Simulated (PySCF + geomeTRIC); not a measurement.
Species: [Ta(Cl)4(OH)] (charge 0, multiplicity 1).

Q: Give a relaxed geometry from BP86-D3(BJ)/def2-SVP (PySCF + geomeTRIC).

A: Several could match; the one computed here: the end point of this relaxation, one of several conformers.
Cartesian coordinates (Å) in one orientation:
```xyz
7

Ta    -0.046    -0.033    -0.009
Cl     0.468    -1.743     1.468
Cl    -2.138     0.055    -1.004
Cl     0.712    -1.371    -1.792
Cl     1.557     1.551    -0.540
O     -0.661     1.035     1.414
H     -0.997     1.581     2.142
```
